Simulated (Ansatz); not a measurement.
The cluster AlB6, relaxed as a doublet with UKS r2SCAN-D4/def2-SVP in Ansatz, starting from the GFN1-xTB geometry. Force threshold 0.02 eV/Å.

The charge 0 doublet is spin-contaminated (final ⟨S²⟩ up to 1.48, 0.75 for a pure state). Another isomer (doublet) lies 0.46 eV lower at PBE0-D4/def2-TZVP; other spin states weren't run for this one.

Start:

Cartesian coordinates in Å:
```
Al -1.422 -2.532 -1.106
B 1.564 0.506 0.205
B -0.107 1.660 -0.136
B -0.936 -1.172 0.479
B -0.932 0.312 -0.143
B 0.591 -0.741 0.176
B 1.241 1.968 0.526
```

(1) Estimate the energy that the relaxation releases and the steps that it takes.

(2) Does the start keep its bonding and symmetry?

(3) Predict the relaxed structure.

Results:

(1) 0.84 eV, in 17 steps; 64 s on 2 threads of AMD EPYC 7R13 on a shared host. The force fell under the threshold at step 14, but the optimiser went on. No frequencies were taken in this run, so the end may be a saddle point.

(2) Bonds formed: B3–B6 (atoms count from 1).

(3) 
Cartesian coordinates in Å:
```
Al -1.386 -3.110 -0.667
B 1.611 0.526 0.432
B 0.091 1.459 0.180
B -1.091 -1.058 -0.366
B -1.121 0.492 -0.205
B 0.359 -0.384 0.044
B 1.536 2.076 0.582
```
Bond lengths: 9 × B–B 1.56 to 1.87 Å; 1 × Al–B 2.09 Å.
